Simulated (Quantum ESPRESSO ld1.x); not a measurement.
Results of a calculation; reference values are marked as such.
Question: These are the eigenvalues of the occupied orbitals of an atom or ion with whole-number occupations (hartree). Level of theory: scalar-relativistic Kohn-Sham, LDA (Slater exchange, VWN5 correlation), spin-unpolarised, spherical densities, point nucleus (ld1.x of Quantum ESPRESSO 7.5).

orbital  eigenvalue
1s        -114.7853
2s         -11.3474
2p          -8.9200
3s          -1.3079
3p          -0.7778
6d          -0.0135

Which element is it, and in what charge state? The configuration may be excited.

Answer: Z = 18, argon, charge 0: Ar in [Ne] 3s2 3p5 6d1. The list shows which subshells hold electrons but not how many an open one holds; the 1s level, -114.79 hartree, gives Z - s = 15.2 by -(Z - s)^2/2, which with screening and relativity narrows Z to a few neighbours, and the depths of the outer levels then fix element, charge and occupations together.
